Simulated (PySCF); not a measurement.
Correlation energy of Ga²⁷⁺ (gallium, charge +27)

Starting occupation: [He] 2s2. Computed with PySCF 2.14 in an uncontracted even-tempered set (17 s from 2.1 bohr⁻², ratio 2.6; 12 p from 2.7 bohr⁻², ratio 2.6; 7 d from 2.8 bohr⁻², ratio 2.8; 4 f from 57 bohr⁻², ratio 2.8), with X2C-1e with screened-nucleus spin-orbit coupling, Gaussian nucleus. Frozen: nothing; 4 electrons correlated; the 34 highest virtual spinors left out.

MP2 pair energies summed by pair of shells (mhartree):

```
       pair   energy  share (%)
2s1/2-2s1/2  -182.38       75.0
1s1/2-1s1/2   -44.17       18.2
1s1/2-2s1/2   -16.49        6.8
```

Total MP2 correlation energy: -243.04 mhartree.

The virtual space was cut to 50 spinors, which keep -229.97 of the -243.04 mhartree of MP2 correlation.

```json
{"level": "CCSD", "correlation energy (mhartree)": "-357.90"}
{"level": "(T)", "correlation energy (mhartree)": "-0.46"}
{"level": "CCSD(T)", "correlation energy (mhartree)": "-358.36"}
```

Diagnostics: T1 = 0.00064, largest double amplitude 0.141.

Is a single reference adequate?

Mostly. T1 lies below 0.03, but a double amplitude of this size points to a near-degeneracy that CCSD handles and MP2 describes poorly.

The coupled-cluster values are those of the cut space; adding the MP2 remainder, -13.07 mhartree, estimates the full space.

At this charge the one-electron X2C treatment keeps the bare 1/r₁₂, with no two-electron picture change or Breit term. That inflates the 1s pair energies well beyond their four-component values.
